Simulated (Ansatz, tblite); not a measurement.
Removing and adding an electron: [Ag(NH3)2]+ (AgN2H6⁺). Charge 1, multiplicity 1. Geometry: PBE-D4/def2-TZVP. Ansatz, gas phase; energy differences of separate SCF runs; the oxidised species was run as a doublet alone; the reduced species was run as a doublet alone.

```xyz
9

Ag    0.000    0.000    0.000
N    -1.341    1.636    0.181
H    -2.212    1.470   -0.332
H    -0.934    2.502   -0.185
H    -1.594    1.811    1.158
N     1.341   -1.636   -0.182
H     0.959   -2.486    0.243
H     2.236   -1.444    0.278
H     1.544   -1.852   -1.162
```

In the def2 sets Ag takes a core potential; there is no spin–orbit coupling. The xTB rows come from tblite.

```
              level  −HOMO (eV)  vertical IE (eV)  −LUMO (eV)  vertical EA (eV)  HOMO–LUMO gap (eV)  IE − EA (eV)
           GFN1-xTB       15.73             19.43       10.61              7.07                5.12         12.36
           GFN2-xTB       14.79             19.00        8.71              5.81                6.08         13.18
   PBE-D4/def2-TZVP       10.99             14.73        5.96              3.74                5.02         10.99
r2SCAN-D4/def2-TZVP       11.14             14.72        5.55              3.54                5.59         11.17
  PBE0-D4/def2-TZVP       12.34             14.84        5.04              3.52                7.30         11.32
```

   Raw xTB energy differences between charge states are shifted by several eV; the methods need an empirical correction for them.
